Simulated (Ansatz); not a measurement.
Consider the isomerisation: `C[SiH](N)[GeH3]` → `N[CH2][GeH2][SiH3]`.

Isolated molecules relaxed with PBE0-D4/def2-TZVP in Ansatz; ΔE leaves out vibrations. CCSD(T)/CBS is the MP2 limit (def2-TZVPP, def2-QZVPP) plus CCSD(T) − MP2 in def2-TZVPP, frozen cores. DFT in def2-TZVPP. B3LYP here is the variant with VWN-RPA as its local correlation; programs differ in this. For Ge outer-core shells are correlated without core-valence functions, which leaves a few kJ/mol of doubt a bond. Scalar relativity is left out up to krypton. One conformer a species, not always the lowest.

```json
{"level": "r2SCAN-D4", "ΔE (kJ/mol)": "152.3"}
{"level": "ωB97X-V", "ΔE (kJ/mol)": "142.9"}
{"level": "B3LYP", "ΔE (kJ/mol)": "146.1"}
{"level": "HF/def2-TZVPP", "ΔE (kJ/mol)": "147.2"}
{"level": "CCSD(T)/def2-TZVPP", "ΔE (kJ/mol)": "141.5"}
{"level": "HF/def2-QZVPP", "ΔE (kJ/mol)": "149.2"}
{"level": "MP2/def2-QZVPP", "ΔE (kJ/mol)": "151.2"}
{"level": "SCS-MP2/def2-QZVPP", "ΔE (kJ/mol)": "147.1"}
```

What does CCSD(T)/CBS give? (An estimate is asked.)

Computed: +146.9 kJ/mol. The listed levels differ from it by 5.4, -4.0, -0.8, 0.3, -5.4, 2.3, 4.3, 0.2 kJ/mol.

Largest T1 diagnostic among the species: 0.011.

From PBE to PBE0 (25 % exact exchange), in def2-TZVPP and without D4, ΔE moves by +3.2 kJ/mol.

CCSD(T)/CBS has its own doubt, a few kJ/mol and more with outer-core shells, so smaller differences from it don't rank the levels.
